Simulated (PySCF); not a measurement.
ClSe, multiplicity 2. Atoms are numbered in the order given.

```xyz
2

Se     0.0000     0.0000    -0.7157
Cl     0.0000     0.0000     1.4313
```
Charge 0, spin multiplicity 2.

Geometry: B3LYP-D3(BJ)/def2-TZVP. The multiplicity is an assumed one; other spin states were not compared.

Level of theory: PySCF with CAM-B3LYP/def2-TZVPD.

Mulliken values depend strongly on the basis, most of all with diffuse functions as here. ESP charges are fitted to the potential on shells at 1.4 to 2.0 van der Waals radii. Atomic charges (e):

```csv
atom,Mulliken,meta-Löwdin,ESP fit,Mulliken spin
Se1,0.14,0.14,0.07,0.92
Cl2,-0.14,-0.14,-0.07,0.08
```
